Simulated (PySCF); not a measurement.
# Adding and removing an electron: AlBi

UHF-SCS-MP2; basis Al def2-SVPD, Bi def2-SVPD with ECP60; scalar-relativistic core potentials; PySCF 2.14. Neutral (UHF): triplet (π ↑↑), Re = 2.844 Å, ωe = 237 cm⁻¹, De = 1.26 eV.

AlBi⁺ (ROHF): quartet (σ ↑, π ↑↑), Re = 3.056 Å, ωe = 111 cm⁻¹. The energies at the minima are -455.52262 hartree for AlBi and -455.28527 for AlBi⁺.

(1) Work out the adiabatic ionisation energy, without and with harmonic zero-point energies (1 hartree = 27.2114 eV, 1 eV = 8065.5 cm⁻¹), and the change of the bond length.

Correlated steps freeze 9 core orbitals. UHF and ROHF references stand side by side, which adds small steps between rows. Correlated levels converge slowly with the basis: in double zeta they bind strong bonds too weakly, by up to about 1 eV, and carry superposition errors of some tenths. These are scalar-relativistic numbers at best; spin–orbit coupling would shift them, the dissociation energy most. States were picked by a PBE0 search and need not be the measured ground states.

Neutral and ion stand on different kinds of reference determinant, which adds to the error of the difference.

Results:

(1) At SCS-MP2: 0.23735 hartree = 6.459 eV between the minima; the zero-point term (111.0 − 237.0)/2 cm⁻¹ = -0.008 eV makes it 6.451 eV. Re changes by +21.2 pm against the neutral. The electron leaves a σ orbital, and the longer bond of the ion fits a bonding orbital, or a change in how ionic the bond is.
